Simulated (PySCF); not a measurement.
# Löwdin shares of the frontier orbitals

Species: C10H17FO.
Structure used (PBE0-D3(BJ)/def2-SVP), in Å, numbered top down from 1:
```xyz
29
C10H17FO angstrom
C      3.285    0.295    0.605
O      1.958   -0.021    0.888
C      1.587   -1.327    0.518
C      1.491   -1.515   -1.013
C      0.073   -2.012   -1.261
F     -0.377   -1.693   -2.521
C     -0.766   -1.385   -0.151
C     -2.163   -1.976    0.023
C     -2.887   -0.951    0.893
C     -2.325    0.414    0.444
C     -1.064    0.107   -0.390
C      0.171   -1.598    1.044
H      3.505    0.284   -0.480
H      3.477    1.309    0.983
H      3.987   -0.405    1.101
H      2.314   -2.038    0.959
H      1.591   -0.535   -1.504
H      2.257   -2.180   -1.435
H      0.021   -3.113   -1.173
H     -2.638   -2.045   -0.971
H     -2.149   -2.989    0.455
H     -2.645   -1.133    1.952
H     -3.983   -1.014    0.807
H     -3.060    0.969   -0.159
H     -2.095    1.052    1.310
H     -1.265    0.252   -1.462
H     -0.208    0.742   -0.122
H     -0.042   -0.943    1.901
H      0.098   -2.641    1.393
```

Computed with TDDFT wB97X-D/def2-SVPD, vertical, gas phase, core orbitals frozen in the response in PySCF.

Frontier orbitals with the atoms that hold most of them (Löwdin shares over 4%, at most four atoms; ? is withheld):

```tsv
orbital	ε (eV)	atoms
HOMO-3	-10.61	C7 17%, C8 15%, C5 12%, F6 12%
HOMO-2	-10.48	C11 15%, C10 13%, C9 10%, H24 8%
HOMO-1	-10.36	C7 16%, C12 11%, C5 10%, O2 9%
HOMO	?	?
LUMO	2.22	?
LUMO+1	2.57	C1 17%, H15 7%, C9 7%, H13 7%
LUMO+2	2.71	H19 10%, C10 7%, O2 6%, C5 6%
```

Task: Which atoms hold the LUMO, and with what shares?

Result: C1 (bonded to O and 3 H) 10%; H16 (bonded to C) 8%; H29 (bonded to C) 7%; H18 (bonded to C) 7%. By element: hydrogen 22% or more, carbon 10% or more.

Task: Give the leading atoms of the HOMO.

Result: O2 (bonded to 2 C) 52%; C1 (bonded to O and 3 H) 9%; C3 (bonded to 2 C, O and H) 8%; C4 (bonded to 2 C and 2 H) 8%. By element: oxygen 52%, carbon 25% or more.

Task: What is the HOMO energy, and the HOMO–LUMO gap?

Result: ε(HOMO) = -9.40 eV; the gap is 11.63 eV (0.4274 hartree).

Task: The HOMO–LUMO gap is 11.63 eV. Where does the response calculation put the lowest singlet, and from which orbitals?

Result: S1 is at 7.50 eV (f = 0.021), 4.13 eV below the gap, made of HOMO→LUMO (69%), HOMO→LUMO+1 (19%). Without the coupling terms of the response equations the lowest excitation would equal the gap.

Next come S2 at 8.12 eV (f 0.0071), HOMO→LUMO+2 (38%), HOMO→LUMO+3 (21%), HOMO→LUMO+1 (20%); S3 at 8.39 eV (f 0.0060), HOMO→LUMO+2 (26%), HOMO→LUMO+3 (18%), HOMO→LUMO+4 (11%); S4 at 8.46 eV (f 0.020), HOMO→LUMO+5 (24%), HOMO→LUMO+1 (23%), HOMO→LUMO (13%); S5 at 8.68 eV (f 0.016), HOMO-1→LUMO (62%), HOMO-1→LUMO+2 (9%).

Löwdin shares depend on the basis, the more so with diffuse functions.

Time: 1.9 min wall, 4.2 min CPU; peak memory 2.4 GiB. Hardware: 2 threads of an AMD EPYC 7R13, shared host.

One conformer stands for the species.

Without π bonds the low states are Rydberg-like; a valence basis with one diffuse set may place them up to an eV too high.
